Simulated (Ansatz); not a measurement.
Ansatz (a quantum-chemistry and plane-wave program) input (CCSD(T)/def2-SVP):

Ansatz 0.2 input:
```yaml
crystal:
  periodic: [false, false, false]
  atoms:
    - {symbol: Ta, position_ang: [0.10912941, -0.22170899, 0.09238721]}
    - {symbol: O, position_ang: [1.87134215, -0.33467951, -0.07790594]}
    - {symbol: O, position_ang: [-0.42859544, -0.72300836, 1.70691711]}
    - {symbol: Cl, position_ang: [-1.14755414, 1.44977994, -1.16331506]}
basis:
  gaussian:
    orbitals: def2-SVP
total_charge: -1
magnetization: {spin_polarized: true, initial_magnetization: 1}
correlation: {method: ccsd_t, electrons: outside_noble_gas}
```

Output:

```
Functional definition: HF
integrals: 0.10 GiB planned
727 factors; integrals over basis functions are off by at most 7.5e-4 eV
mean field: 0.31 GiB planned
mean field evaluation 1: about -18101.5757 eV, gradient 4.0e1 eV
mean field evaluation 2: about -18101.7207 eV, gradient 4.1e1 eV
mean field evaluation 4: about -18109.7791 eV, gradient 2.7e0 eV
mean field evaluation 8: about -18110.0146 eV, gradient 4.7e-1 eV
mean field evaluation 16: about -18110.0324 eV, gradient 1.2e-6 eV
mean field evaluation 32: about -18107.1021 eV, gradient 1.4e0 eV
mean field evaluation 64: about -18107.1423 eV, gradient 2.1e-1 eV
mean field evaluation 96: about -18107.0006 eV, gradient 1.7e-1 eV
mean field evaluation 128: about -18108.1969 eV, gradient 1.3e0 eV
mean field evaluation 160: about -18103.8895 eV, gradient 7.1e0 eV
mean field evaluation 192: about -18107.1317 eV, gradient 4.6e-2 eV
mean field evaluation 224: about -18108.0588 eV, gradient 4.7e-3 eV
mean field evaluation 256: about -18107.0038 eV, gradient 1.4e-2 eV
mean field evaluation 288: about -18105.4150 eV, gradient 5.2e0 eV
mean field evaluation 320: about -18105.2512 eV, gradient 2.9e0 eV
mean field evaluation 352: about -18105.3718 eV, gradient 1.9e-2 eV
mean field evaluation 384: about -18105.4881 eV, gradient 5.3e-2 eV
mean field evaluation 416: about -18105.1744 eV, gradient 5.1e0 eV
mean field -18110.03240108 eV, -665.5314153189 hartree, gradient 3.8e-6 eV, S^2 0.787213; 6 other end points of the search recorded, 0 dependent functions left out
determinant -18110.03240108 eV, -665.5314153189 hartree, with singles and doubles -18127.95011184 eV, -666.1898790441 hartree
determinant -18108.05881082 eV, -665.4588872144 hartree, with singles and doubles -18125.79129935 eV, -666.1105441484 hartree
determinant -18107.18407699 eV, -665.4267413391 hartree, with singles and doubles -18124.63265032 eV, -666.0679645822 hartree
determinant -18107.16217936 eV, -665.4259366161 hartree, with singles and doubles -18124.63365442 eV, -666.0680014822 hartree
determinant -18107.13091640 eV, -665.4247877237 hartree, with singles and doubles -18124.70561569 eV, -666.0706460100 hartree
determinant -18107.00377697 eV, -665.4201154358 hartree, with singles and doubles -18123.82355787 eV, -666.0382309829 hartree
11 core orbitals not correlated
reference -18110.03240108 eV, -665.5314153189 hartree; 13, 12 occupied and 54, 55 virtual orbitals, 727 factors
second order -18.34499426 eV of doubles, -0.00000000 eV of singles
coupled cluster: 0.33 GiB planned
cycle   1  -17.92218084 eV  change   -4.5e-3 eV  update   3.3e-3
cycle   2  -17.91914020 eV  change    3.0e-3 eV  update   2.4e-3
cycle   3  -17.92040315 eV  change   -1.3e-3 eV  update   1.6e-3
cycle   4  -17.92149584 eV  change   -1.1e-3 eV  update   4.3e-4
cycle   5  -17.92309084 eV  change   -1.6e-3 eV  update   2.1e-4
cycle   6  -17.92270801 eV  change    3.8e-4 eV  update   8.5e-5
cycle   7  -17.92271474 eV  change   -6.7e-6 eV  update   5.4e-5
cycle   8  -17.92270853 eV  change    6.2e-6 eV  update   1.9e-5
perturbative correction -0.80630064 eV, -0.0296310019 hartree
Total energy: -18128.76141025 eV, -666.2196937107 hartree
```

The spin state was set by rule; other spins were not relaxed.
